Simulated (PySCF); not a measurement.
B(CCH)2(F), SMILES C#CB(F)C#C, singlet, PBE0/def2-SVP optimised geometry.

```
8

B     -0.92    -1.06     0.00
C     -1.73     0.24     0.00
C     -2.35     1.29     0.00
H     -2.90     2.22     0.00
C      0.60    -1.06     0.00
C      1.82    -1.04     0.00
H      2.90    -1.03    -0.01
F     -1.57    -2.22     0.00
```

Density from PBE0/def2-TZVP in PySCF 2.14.0 at that geometry.

Minimum of the electron density along straight lines between bonded atoms, close to the bond critical point (lines longer than 1.1 times the sum of covalent radii, or with two minima, are not listed):

```csv
bond,length / Å,ρ at the minimum / e bohr⁻³,∇²ρ there / e bohr⁻⁵,position (fraction from the first atom)
B1–C2,1.528,0.188,-0.06,0.33
C2–C3,1.217,0.411,-1.22,0.48
C3–H4,1.076,0.285,-1.05,0.67
B1–C5,1.528,0.188,-0.06,0.33
C5–C6,1.217,0.411,-1.22,0.48
C6–H7,1.076,0.285,-1.06,0.67
B1–F8,1.326,0.203,1.25,0.34
```
